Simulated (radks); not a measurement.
Li+, configuration 1s1.75 2p0.25 (fractional occupations, a model configuration). Method: non-relativistic Kohn-Sham, PBE, spin-polarised, spherical densities, point nucleus; open shells are filled with parallel spins first; computed with a radial shooting solver on a logarithmic mesh with Libxc functionals.

Unscreened Slater integrals over Kohn-Sham orbitals (hartree). They are taken over the spin-up orbitals. Empty in this configuration: 2s.

F0(2p,2p): 0.29490
F2(2p,2p): 0.13875
F0(2p,1s): 0.41094
G1(2p,1s): 0.038244
F0(2p,2s): 0.29762
G1(2p,2s): 0.18716
F0(1s,1s): 1.6923
F0(1s,2s): 0.42383
G0(1s,2s): 0.032436
F0(2s,2s): 0.30188

Derived for the open shells (J is the average intra-shell exchange parameter used in DFT+U). 2p: J = F2/5 = 0.02775 hartree.
